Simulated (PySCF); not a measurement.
Choosing a molecule for a target property.

All species are isolated and taken at one optimised geometry, non-relativistic unless stated; the electronic structure was computed with PySCF and density fitting.

Dipoles, sizes and rotational constants follow the conformer. The torsions of the flexible species, by atom-mapped SMILES:
- `[CH2:1]=[C:2]([CH3:3])[N:4][CH:5]=[O:6]`: C1–C2–N4–C5 -155°, C2–N4–C5–O6 -144°
- `[CH2:1][C:2](=[CH2:3])[C:4]([NH2:5])=[O:6]`: C1–C2–C4–N5 -39°, H–N5–C4–C2 -178°, H–N5–C4–C2 -6°
- `[CH3:1][C:2]#[C:3][Si:4]([CH2:5][F:6])[CH2:7][SiH3:8]`: C3–Si4–C5–F6 -163°, C3–Si4–C7–Si8 -174°

Question: Wanted: isotropic g value above 2.003 (unrestricted B3LYP/pcH-1, mean-field spin–orbit) and smallest rotational constant above 2.4 GHz (GFN2-xTB), at GFN2-xTB geometries. Which candidate meets both?
A. `[CH2]C(=C)C(N)=O` [radical]
B. `C=C(C)[N]C=O` [radical]
C. `CC#C[Si](CF)C[SiH3]` [radical]
D. `CC1=CO[N]C1` [radical]

Answer: D. Computed values:
```
                      species  isotropic g value  smallest rotational constant
   [CH2]C(=C)C(N)=O [radical]            2.00258                     2.315 GHz
CC#C[Si](CF)C[SiH3] [radical]            2.00277                     0.498 GHz
       C=C(C)[N]C=O [radical]            2.00313                     1.804 GHz
        CC1=CO[N]C1 [radical]            2.00438                     2.456 GHz
```
